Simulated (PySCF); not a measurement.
# Vibration and rotation of KBi

ROHF-CCSD(T) constants of KBi, ³Σ⁻ (triplet), unpaired electrons π ↑↑ (PySCF, scalar-relativistic core potentials, basis sets K def2-SVP, Bi def2-SVP with ECP60; masses 38.9637 and 208.9804 u):

* ωe: 119.3 cm⁻¹
* ωexe: 0.354 cm⁻¹
* Be: 0.04198 cm⁻¹
* αe: 0.000191 cm⁻¹
* D (centrifugal): 2.08e-08 cm⁻¹
* De to K + Bi: 0.67 eV

Problem. Give the vibrational terms G(v) and spacings up to v = 3.

Solution. G(v) = ωe(v+½) − ωexe(v+½)².

```
v  G(v) (cm⁻¹)  G(v) − G(v−1)  Bv (cm⁻¹)
0         59.6                   0.04188
1        178.2          118.6    0.04169
2        296.0          117.9    0.04150
3        413.2          117.2    0.04131
```

Problem. How well does the Morse estimate ωe²/(4ωexe) reproduce De, and what is D0?

Solution. It gives 1.25 eV, 186 % of the computed De. D0 = De − G(0) = 0.67 − 0.01 = 0.66 eV.

Correlated steps freeze 9 core orbitals. Correlated levels converge slowly with the basis: in double zeta they bind strong bonds too weakly, by up to about 1 eV, and carry superposition errors of some tenths. Spin–orbit coupling is left out, which matters for elements this heavy, above all for dissociation energies. The state was picked by a PBE0 search and need not be the measured ground state.
